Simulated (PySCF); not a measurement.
# Worked example: oscillator strength and radiative lifetime

Al(AsH2)(OH)2 (AlAsH4O2), SMILES [OH][Al]([OH])[AsH2].

Geometry optimised at PBE0-D3(BJ)/def2-SVP. The structure was generated by enumeration; whether it is a known compound was not checked. Other conformers were not sampled.

TDDFT-CAM-B3LYP/def2-SVPD run with PySCF 2.14.0 puts the first singlet state with f over 0.02 at 5.83 eV (vertical), with the transition dipole (0.953, 0.300, 0.000) in atomic units.

### Question
Find the oscillator strength, the wavelength and the radiative lifetime that this transition would have in vacuum if emission retraced absorption.

### Answer

|μ|² = 0.9982 au, so |μ| = 2.54 D. ΔE = 5.83/27.211 = 0.2142 hartree. f = (2/3) ΔE |μ|² = 0.143 (the program prints 0.143).
λ = 1239.84/5.83 = 213 nm; ν = 47022 cm⁻¹.
Einstein's coefficient A = 0.6670 ν² f s⁻¹ (ν in cm⁻¹) = 2.1e8 s⁻¹, so τ = 1/A = 4.8 ns. This state is S1. The figure is the radiative limit of this one transition; relaxation, internal conversion, crossing to triplets and a medium change what is measured.
